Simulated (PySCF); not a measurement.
Ionisation energy of Br by level of theory

Br [Ar] 3d10 4s2 4p5 (2P) → Br+ [Ar] 3d10 4s2 4p4 (3P), as a difference of total energies. All numbers are calculated (PySCF 2.14, scalar relativity by spin-free X2C-1e, in x2c-QZVPPall (11s8p5d4f1g, 97 functions)). Correlated levels: valence: [Ar] 3d10 frozen. The calculations carry no spin-orbit coupling.

```csv
method,ionisation energy (eV)
UHF,10.711
MP2 (valence),11.652
SCS-MP2 (valence),11.667
CCSD (valence),11.667
CCSD(T) (valence),11.713
```

How much does correlation contribute at CCSD(T) (valence)?

11.713 − (10.711) = 1.002 eV, measured against UHF.

Errors of the correlated levels include the incompleteness of this basis and the frozen core.

For comparison: 11.844 eV (measured; NIST levels, between the centres of gravity of the two terms).
